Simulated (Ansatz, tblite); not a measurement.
Removing an electron: the cluster Sr₄S₅⁻. Charge -1, multiplicity 2. Geometry: r2SCAN-D4/def2-SVP. Ansatz, gas phase; energy differences of separate SCF runs; the oxidised species is a triplet (the singlet lies 0.08 eV higher at PBE0-D4/def2-TZVPD).

Cartesian coordinates in Å:
```
Sr -0.1114 -0.5247 -2.6474
Sr 0.0648 -1.7776 1.0934
Sr 1.5884 1.2927 0.4228
Sr -2.3373 1.1348 -0.0962
S -2.1105 -1.5409 -0.9316
S -0.2841 2.1413 -1.7336
S 1.9726 -0.3681 2.7780
S 1.9723 -1.1968 -1.0082
S -0.7548 0.8392 2.1229
```

In the def2 sets Sr takes a core potential; there is no spin–orbit coupling. The xTB rows come from tblite. The structure comes from a short search, and lower isomers may exist.

```
                level  −HOMO (eV)  vertical IE (eV)  −LUMO (eV)  HOMO–LUMO gap (eV)
             GFN1-xTB           –              8.37           –                   –
             GFN2-xTB           –              8.21           –                   –
   PBE0-D4/def2-TZVPD        1.82              3.09       -1.15                2.97
r2SCAN0-D4/def2-TZVPD        1.93              3.11       -1.40                3.33
```

Run but left out: PBE-D4/def2-TZVPD (neutral triplet: an occupied level 0.01 eV above an empty one).  HOMO and LUMO are the levels of the spin that leaves or enters (xTB has no such levels and no spin-polarisation term). Other spin states of the ions may lie lower, which would lower the ionisation energy or raise the affinity. Raw xTB energy differences between charge states are shifted by several eV; the methods need an empirical correction for them.
